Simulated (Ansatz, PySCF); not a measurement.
This triplet is an excited state, 1.85 eV above the relaxed singlet at the level frozen-core CCSD(T)/cc-pVTZ // PBE0-D3(BJ)/def2-TZVP (Ansatz, a first-principles code).

**CH₃NS, SMILES `N[C]S` (excited triplet; N–C–S–H torsion 65°) (charge 0, multiplicity 3)**

The numbers are results of PBE-D3(BJ)/def2-TZVP // PBE0-D3(BJ)/def2-TZVP in PySCF 2.14.0, not measurements.

- highest occupied spin orbital: -3.91 eV
- dipole moment: 2.21 D
- total energy: -492.4985 Ha
- cost: roughly 100 core-seconds

```xyz
6

N     -0.9224     0.1907     0.4595
C      0.1182    -0.6729     0.2687
S      1.6068    -0.4242    -0.4844
H     -1.5082    -0.0223     1.2537
H     -1.4713     0.4290    -0.3604
H      2.1770     0.4997     0.3398
```
Charge 0, spin multiplicity 3.
